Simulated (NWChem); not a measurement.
# Si₂NH₅F₂; SMILES F[SiH](F)N[SiH3]

```xyz
10

Si    -0.0824    -2.1023    -0.2520
N     -0.6232    -0.6182     0.5107
Si     0.0116     0.9527     0.3277
F      1.5840     0.9848     0.6892
F     -0.0429     1.4291    -1.2132
H      0.3507    -3.1046     0.7678
H      1.0668    -1.7399    -1.1274
H     -1.1727    -2.7141    -1.0699
H     -1.4163    -0.6898     1.1427
H     -0.7161     1.9197     1.1715
```
Atoms are numbered in this order, from 1.

Program: NWChem. Pople sets run with spherical d functions. STO-3G and 3-21G are far too small for this property and stand as cheap habits. Structure relaxed at the PBE0/def2-SVP level. B3LYP is NWChem's, with the RPA form of VWN correlation. Field at 589 nm.

```csv
level,isotropic polarisability (bohr³),anisotropy (bohr³)
B3LYP/STO-3G,26.1,11.5
B3LYP/6-31G*,46.9,15.1
B3LYP/def2-SVP,49.7,15.0
B3LYP/def2-SVPD,…,…
```

Task: Some entries are withheld; supply them.

Result: 
- B3LYP/def2-SVPD, isotropic polarisability (bohr³): 60.7
- B3LYP/def2-SVPD, anisotropy (bohr³): 15.5
